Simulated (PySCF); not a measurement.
Computed vibrations of [Dy(H2O)4]3+

[Dy(H2O)4]3+ (singlet in the valence; each metal's 4f electrons, 9 of them, lie in its core potential, out of spins and levels). PySCF 2.14.0, RKS PBE0, Dy lcecp-1-SVP with ECP55, O def2-SVP, H def2-SVP; non-relativistic Hamiltonian with scalar-relativistic core potentials where named; density fitting; no spin-orbit coupling. Central differences of gradients.

```xyz
13

Dy    0.0000    0.0000    0.0000
O     1.3081    1.3186    1.3186
H     1.6773    1.1183    2.2087
H     1.6773    2.2087    1.1183
O    -1.3081   -1.3186    1.3186
H    -1.6773   -1.1183    2.2087
H    -1.6773   -2.2087    1.1183
O     1.3081   -1.3186   -1.3186
H     1.6773   -2.2087   -1.1183
H     1.6773   -1.1183   -2.2087
O    -1.3081    1.3186   -1.3186
H    -1.6773    2.2087   -1.1183
H    -1.6773    1.1183   -2.2087
```

Run from Python with OMP_NUM_THREADS=2. Where DIIS fails, smearing, a level shift and second-order steps follow.
It took 76 s on 2 threads of Intel(R) Xeon(R) 6975P-C (Granite Rapids) (shared host).

Problem. What are the harmonic wavenumbers and infrared intensities?

Solution. Modes are labelled in D2d; negative numbers are unstable modes, those under 60 cm⁻¹ near the noise; a finer grid moves soft modes by up to 10 cm⁻¹.
```csv
cm⁻¹,km/mol,symmetry
-142,–,a2
-45,–,e
-45,–,e
-5,–,b1
49,8.1,b2
59,0.0,a1
78,0.0,b1
90,6.2,e
90,6.2,e
390,0.0,a1
390,11.3,e
390,11.3,e
395,8.5,b2
591,0.0,a2
612,0.4,e
612,0.4,e
626,0.0,b1
646,438.0,e
646,438.0,e
651,0.0,a1
661,921.2,b2
1674,205.9,b2
1674,179.8,e
1674,179.8,e
1680,0.0,a1
3620,600.0,e
3620,600.0,e
3620,687.4,b2
3640,0.0,a1
3657,0.0,a2
3661,0.0,b1
3661,819.3,e
3661,819.3,e
```

Problem. Is this a minimum?

Solution. No: 3 unstable (and 1 more above −25 cm⁻¹, within the noise); the lowest moves the atoms so:
```
Dy   0.00  0.00  0.00
O    0.00  0.01 -0.01
H    0.29 -0.13 -0.16
H   -0.29  0.16  0.13
O    0.00  0.01  0.01
H    0.29 -0.13  0.16
H   -0.29  0.16 -0.13
O    0.00 -0.01  0.01
H   -0.29 -0.16 -0.13
H    0.29  0.13  0.16
O    0.00 -0.01 -0.01
H   -0.29 -0.16  0.13
H    0.29  0.13 -0.16
```

An lcecp potential fixes the number of 4f electrons, so in runs with it no electron can move into or out of that shell.
